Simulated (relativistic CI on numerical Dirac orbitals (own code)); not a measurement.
## Nd³⁺ (4f3) in a crystal field

Calculated by Dirac-Coulomb-Breit CI, separate exchange-only KLI orbitals for each configuration, model QED, valence Slater integrals scaled by 0.75, one configuration in a parametric crystal field (own radial code).

Field parameters in Wybourne normalisation; cubic f-shell fields have B⁴₄ = √(5/14) B⁴₀ and B⁶₄ = −√(7/2) B⁶₀. The field is a parameter set, without covalency.

S is read from ⟨S²⟩ = S(S + 1).

Powder χT (cm³ K mol⁻¹) by Van Vleck's formula, with temperature-independent terms:

```csv
Field,2 K,5 K,10 K,20 K,50 K,100 K,200 K,300 K
"C2v, B20 = 550, B22 = 380, B40 = 590, B42 = -490, B44 = 180, B60 = 520, B62 = -280, B64 = 350, B66 = -360 cm⁻¹",1.07,1.08,1.1,1.13,1.23,1.4,1.58,1.65
"D3d, B20 = 1680, B40 = 1370, B43 = 580, B60 = 150, B63 = -550, B66 = -30 cm⁻¹",1.25,1.25,1.26,1.28,1.33,1.42,1.56,1.64
"D3h, B20 = 1070, B40 = 110, B60 = -530, B66 = -230 cm⁻¹",0.903,1.1,1.23,1.32,1.43,1.54,1.64,1.69
"D4h, B20 = 960, B40 = 410, B44 = 800, B60 = -410, B64 = 220 cm⁻¹",0.792,0.835,0.905,1.04,1.3,1.49,1.63,1.68
"Oh, B40 = 1860, B60 = 220 cm⁻¹",0.817,0.85,0.906,1.01,1.24,1.41,1.57,1.65
"Oh, B40 = -2320, B60 = 360 cm⁻¹",0.936,0.955,0.988,1.05,1.24,1.42,1.56,1.62
```

Problem. For Oh, B40 = -2320, B60 = 360 cm⁻¹: what effective moment follows at 300 K?

Solution. μ_eff = √(8χT) = 3.60 μB. The LS value g√(J(J + 1)) of the free ion's 4I°_9/2 level is 3.62 μB.
